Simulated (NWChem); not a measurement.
System: CH$_{3}$GeIO, singlet; SMILES C[O][Ge][I]

Input file for NWChem:

```
start job
memory heap 200 mb stack 900 mb global 1100 mb
geometry units angstroms noautoz
  Ge     0.849989     1.112439     0.000184
  I     -0.239027    -1.255242    -0.000056
  O     -0.553962     2.179989    -0.000297
  C     -1.947426     2.028824    -0.001002
  H     -2.250896     0.967887     0.001408
  H     -2.370734     2.521413     0.889654
  H     -2.369502     2.516878    -0.894745
end
basis spherical
  * library def2-svpd
end
ecp
  I library def2-ecp
end
dft
  xc xcamb88 1.00 lyp 0.81 vwn_5 0.19 hfexch 1.00
  cam 0.33 cam_alpha 0.19 cam_beta 0.46
  iterations 150
end
tddft
  cis
  nroots 6
  notriplet
end
task tddft energy
```

Excerpt of the output:

```
             Northwest Computational Chemistry Package (NWChem) 7.3.0
             --------------------------------------------------------

 CS  symmetry detected

                             Geometry "geometry" -> ""
                             -------------------------

 Output coordinates in angstroms (scale by  1.889725989 to convert to a.u.)

  No.       Tag          Charge          X              Y              Z
 ---- ---------------- ---------- -------------- -------------- --------------
    1 Ge                  32.0000     0.83761848     1.14377878     0.00000000
    2 I                   53.0000    -0.04100894    -1.30976622     0.00000000
    3 O                    8.0000    -0.65399012     2.08497239     0.00000000
    4 C                    6.0000    -2.02898931     1.81299724     0.00000000
    5 H                    1.0000    -2.23888644     0.72965780     0.00000000
    6 H                    1.0000    -2.49278705     2.26463418     0.89219982
    7 H                    1.0000    -2.49278705     2.26463418    -0.89219982

 Effective nuclear repulsion energy (a.u.)     636.8285386074

      Symmetry information
      --------------------

 Group name             Cs
 Group number              2
 Group order               2
 No. of unique centers     6

                                 NWChem DFT Module
                                 -----------------

 Summary of "ao basis" -> "ao basis" (spherical)
 ------------------------------------------------------------------------------
       Tag                 Description            Shells   Functions and Types
 ---------------- ------------------------------  ------  ---------------------
 Ge                        def2-svpd                14       38   6s4p4d
 I                         def2-svpd                13       35   5s5p3d
 O                         def2-svpd                 9       23   4s3p2d
 C                         def2-svpd                 8       20   4s2p2d
 H                         def2-svpd                 4        8   2s2p

      Symmetry analysis of basis
      --------------------------

        a'         94
        a"         46

            General Information
            -------------------
          SCF calculation type: DFT
          Wavefunction type:  closed shell.
          No. of atoms     :     7
          No. of electrons :    74
           Alpha electrons :    37
            Beta electrons :    37
          Charge           :     0
          Spin multiplicity:     1
          Use of symmetry is: off; symmetry adaption is: on
          Maximum number of iterations: 150
          AO basis - number of functions:   140
                     number of shells:    56
          Convergence on energy requested:  1.00D-06
          Convergence on density requested:  1.00D-05
          Convergence on gradient requested:  5.00D-04

              XC Information
              --------------
                     Hartree-Fock (Exact) Exchange  1.000
                   CAM-Becke88 Exchange Functional  1.000
                      VWN V Correlation Functional  0.190 local
              Lee-Yang-Parr Correlation Functional  0.810

           Range-Separation Parameters
           ---------------------------
           Alpha           :  0.19
           Beta            :  0.46
           Gamma           :  0.33
           Short-Range HF  :     F

             Grid Information
             ----------------
          Grid used for XC integration:  medium
          Radial quadrature: Mura-Knowles
          Angular quadrature: Lebedev.
          Tag              B.-S. Rad. Rad. Pts. Rad. Cut. Ang. Pts.
          ---              ---------- --------- --------- ---------
          Ge                  1.25      112          13.0       590
          I                   1.40      123          12.0       590
          O                   0.60       49          13.0       434
          C                   0.70       49          14.0       434
          H                   0.35       45          14.0       434
          Grid pruning is: on
          Number of quadrature shells:   468
          Spatial weights used:  Erf1

      Superposition of Atomic Density Guess
      -------------------------------------

 Sum of atomic energies:       -2535.98747588

      Non-variational initial energy
      ------------------------------

 Total energy =   -2486.621993
 1-e energy   =   -4335.018530
 2-e energy   =    1463.517723
 HOMO         =      -0.280777
 LUMO         =      -0.042914

      Symmetry analysis of molecular orbitals - initial
      -------------------------------------------------

  Numbering of irreducible representations:

     1 a'          2 a"

  Orbital symmetries:

     1 a'          2 a'          3 a'          4 a'          5 a"
     6 a'          7 a'          8 a'          9 a'         10 a'
    11 a'         12 a"         13 a'         14 a'         15 a"
    16 a'         17 a'         18 a"         19 a'         20 a"
    21 a'         22 a'         23 a"         24 a'         25 a"
    26 a'         27 a'         28 a'         29 a'         30 a'
    31 a"         32 a'         33 a'         34 a"         35 a"
    36 a'         37 a'         38 a"         39 a'         40 a'
    41 a'         42 a'         43 a'         44 a"         45 a'
    46 a'         47 a"

 !! scf_movecs_sym_adapt:   20 vectors were symmetry contaminated

  Symmetry fudging

   convergence    iter        energy       DeltaE   RMS-Dens  Diis-err
 ---------------- ----- ----------------- --------- --------- ---------
 d= 0,ls=0.0,diis     1  -2489.5474514880 -2.87D+03  1.39D-02  6.21D-01

 !! scf_movecs_sym_adapt:   20 vectors were symmetry contaminated

  Symmetry fudging
 d= 0,ls=0.0,diis     2  -2489.5270171946  2.04D-02  4.91D-03  1.01D+00

 !! scf_movecs_sym_adapt:    2 vectors were symmetry contaminated

  Symmetry fudging
 d= 0,ls=0.0,diis     3  -2489.6268714312 -9.99D-02  1.34D-03  4.74D-02
 d= 0,ls=0.0,diis     4  -2489.6307440575 -3.87D-03  5.33D-04  4.43D-03
 d= 0,ls=0.0,diis     5  -2489.6313951000 -6.51D-04  1.06D-04  1.84D-04
  Resetting Diis
 d= 0,ls=0.0,diis     6  -2489.6314174046 -2.23D-05  3.90D-05  1.84D-05
 d= 0,ls=0.0,diis     7  -2489.6314192081 -1.80D-06  1.36D-05  7.13D-07
 d= 0,ls=0.0,diis     8  -2489.6314193424 -1.34D-07  4.73D-06  6.93D-07

         Total DFT energy =    -2489.631419342425
      One electron energy =    -4335.963710257533
           Coulomb energy =     1577.911214702152
    Exchange-Corr. energy =     -116.457737637984
 Nuclear repulsion energy =      384.878813850940

 Numeric. integr. density =       74.000002026527

                  Occupations of the irreducible representations
                  ----------------------------------------------

                     irrep           alpha         beta
                     --------     --------     --------
                     a'               27.0         27.0
                     a"               10.0         10.0

                       DFT Final Molecular Orbital Analysis
                       ------------------------------------

[...]

                                NWChem TDDFT Module
                                -------------------

            General Information
            -------------------
           No. of orbitals :     280
            Alpha orbitals :     140
             Beta orbitals :     140
        Alpha frozen cores :       0
         Beta frozen cores :       0
     Alpha frozen virtuals :       0
      Beta frozen virtuals :       0
         Spin multiplicity :       1
    Number of AO functions :     140
        Use of symmetry is : off
      Symmetry adaption is : on
         Schwarz screening :  0.10D-07

              XC Information
              --------------
              Hartree-Fock (Exact) Exchange   1.00
            CAM-Becke88 Exchange Functional   1.00
               VWN V Correlation Functional   0.19 local
       Lee-Yang-Parr Correlation Functional   0.81
           Alpha           :  0.19
           Beta            :  0.46
           Gamma           :  0.33

             TDDFT Information
             -----------------
          Calculation type : Tamm-Dancoff TDDFT
         Wavefunction type : Restricted singlets
          No. of electrons :      74
           Alpha electrons :      37
            Beta electrons :      37
              No. of roots :       6
          Max subspacesize :    5200
            Max iterations :     100
               Target root :       1
           Target symmetry : none
      Symmetry restriction : off
                 Algorithm : Optimal
        Davidson threshold :  0.10D-03

    6 smallest eigenvalue differences (eV)
--------------------------------------------------------
  No. Spin  Occ  Vir  Irrep   E(Occ)    E(Vir)   E(Diff)
--------------------------------------------------------
    1    1   37   38 a"       -0.313    -0.056     7.010
    2    1   36   38 a'       -0.325    -0.056     7.330
    3    1   35   38 a"       -0.330    -0.056     7.453
    4    1   37   39 a'       -0.313     0.004     8.641
    5    1   34   38 a"       -0.382    -0.056     8.878
    6    1   33   38 a'       -0.384    -0.056     8.947
--------------------------------------------------------

  Entering Davidson iterations
  Restricted singlet excited states

  Iter   NTrls   NConv    DeltaV     DeltaE      Time
  ----  ------  ------  ---------  ---------  ---------
    1      6       0     0.17E+00   0.10+100       87.4
    2     12       0     0.39E-01   0.31E-01       87.6
    3     18       0     0.25E-01   0.42E-02       87.5
    4     24       0     0.14E-01   0.94E-03       87.7
    5     30       0     0.88E-02   0.35E-03       87.5
    6     36       2     0.37E-01   0.10E-01       87.8
    7     40       3     0.15E-01   0.16E-02       83.1
    8     43       4     0.34E-02   0.18E-03       81.0
    9     45       5     0.97E-03   0.89E-05       77.3
   10     46       5     0.32E-03   0.71E-06       74.2
   11     47       6     0.77E-04   0.46E-07       73.9
  ----  ------  ------  ---------  ---------  ---------
  Convergence criterion met

  Ground state a'      -2489.631419342425 a.u.

  ----------------------------------------------------------------------------
  Root   1 singlet a"             0.142337848 a.u.                3.8732 eV
  ----------------------------------------------------------------------------
     Transition Moments    X  0.00000   Y  0.00000   Z -0.34150
     Dipole Oscillator Strength                    0.0110666821
     Electric Quadrupole                           0.0000001166
     Magnetic Dipole                               0.0000014968
     Total Oscillator Strength                     0.0110682954

     Occ.   35  a'  ---  Virt.   38  a"      -0.06450
     Occ.   37  a'  ---  Virt.   38  a"      -0.99088
     Occ.   37  a'  ---  Virt.   48  a"       0.05809
  ----------------------------------------------------------------------------
  Root   2 singlet a"             0.154842787 a.u.                4.2135 eV
  ----------------------------------------------------------------------------
     Transition Moments    X -0.00000   Y  0.00000   Z -0.23537
     Dipole Oscillator Strength                    0.0057189156
     Electric Quadrupole                           0.0000000897
     Magnetic Dipole                               0.0000012165
     Total Oscillator Strength                     0.0057202218

     Occ.   34  a'  ---  Virt.   38  a"      -0.06481
     Occ.   35  a'  ---  Virt.   38  a"      -0.98988
     Occ.   35  a'  ---  Virt.   48  a"       0.05252
     Occ.   37  a'  ---  Virt.   38  a"       0.06908
  ----------------------------------------------------------------------------
  Root   3 singlet a'             0.165325970 a.u.                4.4988 eV
  ----------------------------------------------------------------------------
     Transition Moments    X  0.03941   Y -0.45741   Z  0.00000
     Dipole Oscillator Strength                    0.0232313143
     Electric Quadrupole                           0.0000000312
     Magnetic Dipole                               0.0000000298
     Total Oscillator Strength                     0.0232313754

     Occ.   34  a'  ---  Virt.   39  a'       0.05511
     Occ.   35  a'  ---  Virt.   39  a'       0.18204
     Occ.   35  a'  ---  Virt.   41  a'      -0.05494
     Occ.   36  a"  ---  Virt.   38  a"       0.94739
     Occ.   37  a'  ---  Virt.   39  a'       0.19442
     Occ.   37  a'  ---  Virt.   40  a'       0.06141
  ----------------------------------------------------------------------------
  Root   4 singlet a"             0.194342112 a.u.                5.2883 eV
  ----------------------------------------------------------------------------
     Transition Moments    X  0.00000   Y -0.00000   Z -0.24685
     Dipole Oscillator Strength                    0.0078945366
     Electric Quadrupole                           0.0000000893
     Magnetic Dipole                               0.0000006026
     Total Oscillator Strength                     0.0078952285

     Occ.   31  a'  ---  Virt.   38  a"       0.10187
     Occ.   34  a'  ---  Virt.   38  a"       0.98316
     Occ.   35  a'  ---  Virt.   38  a"      -0.06258
     Occ.   36  a"  ---  Virt.   39  a'       0.05777
  ----------------------------------------------------------------------------
  Root   5 singlet a'             0.205368625 a.u.                5.5884 eV
  ----------------------------------------------------------------------------
     Transition Moments    X -0.30955   Y -0.48955   Z -0.00000
     Dipole Oscillator Strength                    0.0459316175
     Electric Quadrupole                           0.0000000342
     Magnetic Dipole                               0.0000001639
     Total Oscillator Strength                     0.0459318156

     Occ.   33  a"  ---  Virt.   38  a"      -0.14154
     Occ.   35  a'  ---  Virt.   39  a'       0.48994
     Occ.   35  a'  ---  Virt.   40  a'      -0.06729
     Occ.   35  a'  ---  Virt.   44  a'       0.06497
     Occ.   35  a'  ---  Virt.   46  a'      -0.07222
     Occ.   35  a'  ---  Virt.   50  a'      -0.06052
     Occ.   36  a"  ---  Virt.   38  a"       0.05783
     Occ.   37  a'  ---  Virt.   39  a'      -0.82884
     Occ.   37  a'  ---  Virt.   40  a'       0.06970
     Occ.   37  a'  ---  Virt.   41  a'       0.05310
     Occ.   37  a'  ---  Virt.   46  a'       0.07821
     Occ.   37  a'  ---  Virt.   50  a'       0.06924
  ----------------------------------------------------------------------------
  Root   6 singlet a"             0.210693326 a.u.                5.7333 eV
  ----------------------------------------------------------------------------
     Transition Moments    X  0.00000   Y -0.00000   Z  0.21235
     Dipole Oscillator Strength                    0.0063334980
     Electric Quadrupole                           0.0000000528
     Magnetic Dipole                               0.0000000515
     Total Oscillator Strength                     0.0063336022

     Occ.   34  a'  ---  Virt.   38  a"      -0.05645
     Occ.   36  a"  ---  Virt.   39  a'       0.97400
     Occ.   36  a"  ---  Virt.   40  a'      -0.07480
     Occ.   36  a"  ---  Virt.   41  a'      -0.05129
     Occ.   36  a"  ---  Virt.   44  a'       0.10402
     Occ.   36  a"  ---  Virt.   46  a'      -0.11639
     Occ.   36  a"  ---  Virt.   55  a'       0.05199

              Target root =      1
          Target symmetry = none
      Ground state energy =  -2489.631419342425
        Excitation energy =      0.142337848369
     Excited state energy =  -2489.489081494055

  stored tddft:energy   -2489.4890814940554
```

Level: CAM-B3LYP/def2-SVPD with def2 effective core potentials on I, TDA. Low-valent species are run as closed-shell singlets; no triplet was tried in these runs. Geometry: optimised at PBE0/def2-SVP. No frequency run checked for a minimum. def2 effective core potentials on I; no spin-orbit coupling.
